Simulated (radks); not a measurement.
Q: The mean radii <r> (bohr) of the occupied orbitals of an atom or ion are listed with their occupations. Method: Dirac Kohn-Sham, LB94 model potential, spin-unpolarised, spherical densities, finite nucleus; Fermi nuclear charge, rms radius of each element as measured or else 0.836 A^(1/3) + 0.57 fm; computed with a radial shooting solver on a logarithmic mesh with Libxc functionals.

| orbital | occ. | <r> |
|---|---|---|
| 1s1/2 | 2 | 0.02350 |
| 2s1/2 | 2 | 0.09533 |

Name the element and its charge. Open shells, if any, fill j = l - 1/2 first.

A: Z = 60, neodymium, charge +56: Nd56+ in [He] 2s2. The 1s radius gives Z: for a bare nucleus <r> = (2 gamma + 1)/(2Z) with gamma = sqrt(1 - (Z/c)^2), 0.02332 bohr for Z = 60, and screening makes it slightly larger (0.02350 here). The occupations add up to 4, and the charge is Z minus that.
